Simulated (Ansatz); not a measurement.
A ladder of methods for AlCl2F (SMILES [F][Al]([Cl])[Cl])

AlCl2F: 4 atoms, total charge 0, spin state singlet. As SMILES, `[F][Al]([Cl])[Cl]`. The shape is that of a PBE0-D4/def2-TZVP optimisation.

```xyz
4

F     0.0874    0.3882    1.6824
Al    0.0048    0.0215    0.0936
Cl    1.2230   -1.4637   -0.6634
Cl   -1.3153    1.0539   -1.1125
```

Each level gives the energy change with the F1–Al2 bond stretched from 1.633 to 2.449 Å (eV). The values are calculated.

| level | kind | program | value (eV) | less FCI/STO-3G | CPU time (all runs) |
| --- | --- | --- | --- | --- | --- |
| B3LYP/STO-3G (restricted) | global hybrid | Ansatz | 4.48 | +0.73 | 3.8 s |
| BHLYP/STO-3G (restricted) | global hybrid | Ansatz | 5.00 | +1.25 | 3.7 s |
| r2SCAN0/STO-3G (restricted) | hybrid meta-GGA | Ansatz | 4.80 | +1.05 | 8.9 s |
| B2PLYP/STO-3G (restricted) | double hybrid | Ansatz | 4.59 | +0.84 | 5.1 s |
| CCSD(T)/STO-3G (restricted) | coupled cluster or CI | Ansatz | 3.76 | +0.01 | 0.78 s |
| CCSDT/STO-3G (restricted) | coupled cluster or CI | Ansatz | 3.75 | 0.00 | 1.6 s |
| CCSDTQ/STO-3G (restricted) | coupled cluster or CI | Ansatz | 3.75 | 0.00 | 48 s |
| FCI/STO-3G | exact in the basis | Ansatz | 3.75 | 0.00 | 27 s |

FCI/STO-3G is exact within its basis and frozen core, so for wave-function methods in that basis the difference is their error; functionals converge differently with the basis, so for them it is only a difference. The first shape isn't each level's own minimum. The values span 3.75 to 5.00 eV. All rows use very small basis sets, so none should be taken for the real molecule's value. Times are those of the runs behind each value, whatever else they computed, on shared processors of several kinds: orders of magnitude only.
